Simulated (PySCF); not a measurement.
## Structure revision by computed shifts

A compound C6H14N2Si gives the data below (simulated from a calculation) and was assigned the structure `CC1=NN([SiH](C)C)CC1`.

$^{13}$C{$^{1}$H} NMR (computed): δ 156.8 (C), 50.7 (CH2), 34.1 (CH), 31.0 (CH2), 22.9 (CH3, 2C).

$^{1}$H NMR (600 MHz, computed): δ 4.82 (s, 3H), 3.66 (m, 2H), 2.90 (sept, 1H), 2.73 (m, 2H), 1.11 (d, 6H).

Level of theory: NMR shieldings at PBE0/pcSseg-1/GIAO, GFN2-xTB geometry, in PySCF (one averaged value for each set of equivalent atoms, isolated molecule, one computed conformer, relativity neglected).

Shifts are taken against calculated references (same method and geometry level): $^{1}$H (σref 31.72) and $^{13}$C (σref 186.93) vs TMS.

**Question.** Compare with the shifts computed for the proposed structure, pairing carbons in order of shift.

**Answer.** Atom-mapped SMILES (the numbers label the heavy atoms): `[CH3:1][C:2]1=[N:3][N:4]([SiH:5]([CH3:6])[CH3:7])[CH2:8][CH2:9]1`. Hydrogens are named by the atom that carries them.

```tsv
atom	computed for proposal	given list	difference
C2	145.2	156.8	-11.6
C8	49.2	50.7	-1.5
C9	38.5	34.1	+4.4
C1	18.1	31.0	-12.9
C6	-2.1	22.9	-25.0
C7	-2.1	22.9	-25.0
```

The rms difference is 16.2 ppm and the largest -25.0 ppm at C6 (methyl carbon bonded to Si). The carbon types in order of shift don't match either: C, CH2, CH2, CH3, CH3, CH3 for the proposal against C, CH2, CH, CH2, CH3, CH3 in the data. The proposal doesn't fit.

**Question.** Which isomer fits?

**Answer.** `CC(C)C1=NN([SiH3])CC1`.

Carbon types of the structure: 1 × C, 1 × CH, 2 × CH2, 2 × CH3, leaving 3 H on heteroatoms. δC 156.8: C=N carbon. δC 34.1: sp3 CH; saturated and bonded to C and H only. δC 31.0: sp3 CH2 in a ring; aliphatic region, no heteroatom directly attached. δH 3.66: hydrogen on an sp3 CH2 bonded to N; its carbon carries N, hence the downfield position.

Other isomers checked: C=C(C)[C@@H]1CC[Si]1(N)N (rms 26.2 ppm); C=CN([SiH3])/N=C\CCC (rms 45.3 ppm).

The shifts were computed for this structure.

Shifts are as computed. Against solution values, carbons near 30 ppm lie about +3 ppm off and those near 130 ppm about +5 ppm. Of 1211 compounds with measured shifts, 218 miss one by over three times the rms of a fit or turn the order of signals round; such compounds aren't used in these exercises. No couplings were computed; multiplicities are counted from neighbouring protons, with m where these are inequivalent, close in shift, in a saturated or five-membered ring or joined by F or P, and br s for small geminal =CH2 splittings.
